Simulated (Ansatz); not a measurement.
This geometry of C$_{2}$H$_{5}$Al$_{2}$FGeO (12 atoms, charge 0, multiplicity 1) is a first-order saddle point.

These are results of RHF/def2-SVP in Ansatz 0.2.0, not measurements.

```xyz
12
Properties=species:S:1:pos:R:3
O -1.039 -3.655 1.030
Al -1.183 -1.994 0.878
Al -1.391 0.350 0.443
F -2.915 0.992 0.282
C 0.191 1.266 -0.188
C 0.684 2.431 -0.575
Ge 2.078 1.154 -0.642
H -0.942 -4.271 1.734
H -1.348 -1.400 -0.722
H 0.286 3.432 -0.696
H 3.137 1.098 0.454
H 2.520 0.542 -1.965
```

(1) Which two structures does it join? (They come from a converged band through this point; their orientation in space is the band's.)

(2) How far does it lie above each of them?

Results:

(1) Bonds broken: Al2–H9. Bonds formed: Al3–H9.

Initial state:

```xyz
12
Properties=species:S:1:pos:R:3
O -1.875 -3.534 1.218
Al -0.770 -2.569 0.369
Al -1.053 0.020 0.339
F -2.507 0.636 0.871
C 0.290 1.298 -0.237
C 0.511 2.593 -0.425
Ge 2.089 1.646 -0.880
H -2.644 -3.299 1.707
H 0.383 -3.362 -0.360
H -0.080 3.494 -0.306
H 3.275 1.617 0.077
H 2.457 1.406 -2.339
```

Final state:

```xyz
12
Properties=species:S:1:pos:R:3
O -0.882 -3.050 2.327
Al -1.061 -2.041 1.032
Al -1.388 -0.101 -1.156
F -2.922 0.405 -0.733
C 0.131 1.009 -0.636
C 0.497 2.198 -0.181
Ge 2.061 1.173 -0.456
H -0.785 -3.606 3.074
H -1.282 -1.063 -2.399
H -0.027 3.103 0.105
H 2.779 0.526 0.727
H 2.957 1.391 -1.670
```

(2) 0.96 eV above the first and 0.78 eV above the second. This is the barrier of this one path; another mechanism may lie lower. The orbitals stay closed-shell, which can raise the energy where a bond breaks towards radicals; this wasn't checked here.

The run took 8.6 min on 2 threads of Arm Neoverse V1, with other jobs on the host, peak memory 0.47 GiB.
